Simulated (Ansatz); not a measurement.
SnCl₂, relaxed as a quintet with UKS r2SCAN-D4/def2-TZVP in Ansatz, starting from the r2SCAN-D4/def2-TZVP geometry of the neutral singlet. Force threshold 0.02 eV/Å.

In the def2 sets Sn takes a core potential; there is no spin–orbit coupling. In the quintet, Cl2 and Cl3 lie 2.66 Å apart (atoms count from 1), so these atoms are partly bonded to each other. The relaxation made no stability test and no search for a lower SCF solution. At r2SCAN-D4/def2-TZVP a singlet of charge 0 lies 7.33 eV below the quintet, each at its own geometry. The structure comes from a short search, and lower isomers may exist.

Start:

```xyz
3

Sn   -0.278    0.696   -0.711
Cl    0.178    0.939    1.600
Cl    0.100   -1.634   -0.889
```

```tsv
step	energy (eV)	largest force component (eV/Å)	SCF passes
1	-30872.4370	3.279	21
2	-30873.2444	1.161	32
3	-30873.6865	0.591	33
4	-30873.9607	0.265	30
5 (rejected)	-30873.9023	0.698	25
6	-30873.9919	0.014	24
```

Force components are those of the run's own axes.

End:

Cartesian coordinates in Å:
```
Sn -0.409 1.023 -1.044
Cl 0.233 0.443 1.445
Cl 0.176 -1.465 -0.401
```

By distances, no bond broke or formed. The bond that changes most is Sn1–Cl2, from 2.37 to 2.64 Å (atoms count from 1).

No frequencies were taken in this run, so the end may be a saddle point.

Run time 12 s (4 threads of Arm Neoverse V2 on a shared host).
